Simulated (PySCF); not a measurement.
Two-component Hartree-Fock for Tb²⁵⁺ (terbium, charge +25)

Start: [Kr] 4d4; 4d3/2 filled at m_j = -3/2, -1/2, +1/2, +3/2. Calculated with PySCF 2.14 in an even-tempered Gaussian basis (17 s from 1.9 bohr⁻², ratio 2.8; 14 p from 2.5 bohr⁻², ratio 2.8; 9 d from 2.5 bohr⁻², ratio 2.8; 4 f from 10 bohr⁻², ratio 3): generalised Hartree-Fock with the X2C-1e Hamiltonian and a Gaussian nucleus; spin-orbit coupling (SO) screened by Boettger's factors.

```tsv
spinor shell	electrons	ε, screened SO (eV)	weight of nominal j (screened SO)	rms radius, screened SO (bohr)
1s1/2	2	-53053.4	1.000	0.0245
2s1/2	2	-9591.1	1.000	0.0990
2p1/2	2	-9140.2	1.000	0.0847
2p3/2	4	-8384.9	1.000	0.0912
3s1/2	2	-2787.9	1.000	0.254
3p1/2	2	-2593.1	1.000	0.245
3p3/2	4	-2431.3	1.000	0.258
3d3/2	4	-2101.9	1.000	0.229
3d5/2	6	-2061.8	1.000	0.234
4s1/2	2	-1125.0	1.000	0.536
4p1/2	2	-1047.6	1.000	0.543
4p3/2	4	-990.06	1.000	0.568
4d3/2	4	-866.69	1.000	0.569
```

| quantity | screened SO |
| --- | --- |
| E (hartree) | -11424.34013 |
| M_J | 0 |
| ⟨J²⟩ | 0.000 |
| ⟨L²⟩ | 2.446 |
| ⟨S²⟩ | 2.446 |

Breit and QED terms are absent; they matter most for the inner s and p1/2 levels.

Densities and radii are taken from the X2C orbitals without a picture-change correction, which distorts them close to the nucleus.
